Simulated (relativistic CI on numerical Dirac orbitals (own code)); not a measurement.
## Eu⁴⁺ (4f5) in a crystal field

Calculated by Dirac-Coulomb-Breit CI, orbitals from a KLI potential per configuration, model QED, valence Slater integrals scaled by 0.8, one configuration in a parametric crystal field (own radial code).

Field parameters in Wybourne normalisation. The field is a parameter set, without covalency.

S and J are read from ⟨S²⟩ = S(S + 1) and ⟨J²⟩ = J(J + 1) of each level; they are not fictitious spins.

D3h, B20 = 1570, B40 = -530, B60 = 200, B66 = 10 cm⁻¹, the lowest 10 levels:

```tsv
E (cm⁻¹)	Degeneracy	S	J
0.0	2	2.45	2.50
206	2	2.45	2.54
574	2	2.45	2.54
1400	2	2.47	3.50
1522	2	2.47	3.50
1622	2	2.47	3.49
1868	2	2.47	3.53
2915	2	2.48	4.49
2987	2	2.48	4.49
3076	2	2.48	4.50
```

Principal g values of the ground doublet: 0.59, 0.74, 0.74.

D4h, B20 = -1230, B40 = -500, B44 = -2060, B60 = 1070, B64 = -940 cm⁻¹, the lowest 16 levels:

```tsv
E (cm⁻¹)	Degeneracy	Irrep	S	J
0.0	2	Γ7	2.45	2.53
360	2	Γ7	2.45	2.59
460	2	Γ6	2.45	2.57
1410	2	Γ6	2.47	3.52
1545	2	Γ7	2.47	3.48
1717	2	Γ6	2.47	3.55
1941	2	Γ7	2.47	3.48
2907	2	Γ6	2.48	4.51
3027	2	Γ6	2.48	4.48
3148	2	Γ7	2.48	4.51
3251	2	Γ6	2.48	4.52
3443	2	Γ7	2.48	4.49
4458	2	Γ7	2.48	5.49
4614	2	Γ6	2.48	5.44
4776	2	Γ6	2.48	5.52
4819	2	Γ7	2.48	5.52
```

Principal g values of the ground doublet: 0.36, 0.36, 0.93.

The next free-ion level lies 1320 cm⁻¹ above the lowest; the field splits the ground level into components whose J stays near 5/2 as long as their spread is small against that gap.

Levels of this model without a field, named by their leading LS term (the scale mimics covalency, so terms lie below those of the real free ion): 6H°_5/2 0, 6H°_7/2 1320, 6H°_9/2 2825, 6H°_11/2 4439, 6H°_13/2 6108, 6F°_1/2 7442, 6F°_3/2 7681, 6H°_15/2 7786 cm⁻¹.
